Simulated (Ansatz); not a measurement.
`CCB(N)O` + `CF` → `NB(O)CF` + `CC`  (formal exchange of groups at a B–C bond)

Gas-phase electronic energies from Ansatz, PBE0-D4/def2-TZVP geometries. CCSD(T)/CBS is the MP2 limit (def2-TZVPP, def2-QZVPP) plus CCSD(T) − MP2 in def2-TZVPP, frozen cores. This one scheme is used for every species. DFT in def2-TZVPP. Each species was taken in one conformer, which may not be the lowest.

```csv
species,ωB97M-V energy (Eh)
`CCB(N)O`,-235.95512
`CF`,-139.74753
`NB(O)CF`,-295.91265
`CC`,-79.79461
```

**Question.** Work out ΔE.

**Answer.** ΔE = (-295.91265) + (-79.79461) − (-235.95512) − (-139.74753) = -0.00461 Eh = -12.1 kJ/mol. CCSD(T)/CBS gives -8.8 kJ/mol.

Largest T1 diagnostic among the species: 0.011.

In def2-TZVPP, CCSD(T) changes the Hartree–Fock value by +4.2 kJ/mol (the triples alone add +0.7 kJ/mol) and MP2 by +6.1 kJ/mol.
